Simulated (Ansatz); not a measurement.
Cost and result for the atomization energy of C$_{2}$H$_{3}$BClF (`B/C=C(\F)Cl`) (8 atoms, 7 bonds).

The species carries charge 0 and has multiplicity 1. Geometry: relaxed with PBE0-D4/def2-TZVP. Program: Ansatz. All runs use 2 threads of an Arm Neoverse V2 on a shared host. Times are those of one run each, without the atoms' runs, and a repeat can differ threefold. Electronic energies, without spin–orbit coupling; frozen cores. CCSD(T)/CBS adds CCSD(T) − MP2 in def2-TZVPP to the MP2 limit, and its time is that of the two runs behind it. T1 = 0.012. B3LYP takes the VWN-RPA correlation (the form of Gaussian; ORCA's B3LYP/G).

CCSD(T)/CBS is a level of theory with its own doubt, some kJ/mol a heavy atom from the limit and from the frozen cores, so smaller differences don't rank the functionals.

```csv
level,functions,wall time,atomization (kJ/mol),difference from CCSD(T)/CBS,per bond
revPBE-D4/def2-TZVPP,208,2 s,3091.3,50.1,7.2
BLYP-D4/def2-TZVPP,208,2.2 s,3078.5,37.3,5.3
PBE-D4/def2-TZVPP (with forces),208,2.5 s,3184.6,143.4,20.5
PBE0-D4/def2-TZVPP,208,2.8 s,3102.8,61.6,8.8
CAM-B3LYP-D4/def2-TZVPP,208,3.5 s,3075.5,34.3,4.9
CCSD(T)/def2-SVP,89,4.1 s,2907.5,-133.7,-19.1
B3LYP-D4/def2-TZVPP (with forces),208,4.3 s,3064.9,23.7,3.4
r2SCANh-D4/def2-TZVPP,208,4.9 s,3071.8,30.6,4.4
B2PLYP/def2-TZVPP,208,6 s,3035.5,-5.7,-0.8
ωB97X-V/def2-TZVPP,208,8.5 s,3065.0,23.8,3.4
MP2/def2-QZVPP,388,20 s,3109.3,68.1,9.7
CCSD(T)/def2-TZVPP,208,100 s,2965.4,-75.8,-10.8
CCSD(T)/CBS(def2),–,2.1 min,3041.2,0.0,0.0
```

At CCSD(T), def2-SVP lies −133.7 kJ/mol from the extrapolated value and def2-TZVPP −75.8 kJ/mol: correlation converges slowly with the basis, and small sets miss more of it in the bonded molecule than in its fragments. Leaving LDA and LC-ωPBE aside and taking each functional with its dispersion term where it has one, the values, not all of them listed here, spread over 233.7 kJ/mol, from BHLYP-D4 to PBE-D4. LDA lies +422.0 kJ/mol from PBE without D4, its usual overbinding. From r2SCAN to r2SCAN0 (25 % exact exchange), in def2-TZVPP and without D4, the atomization energy moves by −68.7 kJ/mol: exact exchange takes away binding that semilocal exchange gives to molecules.
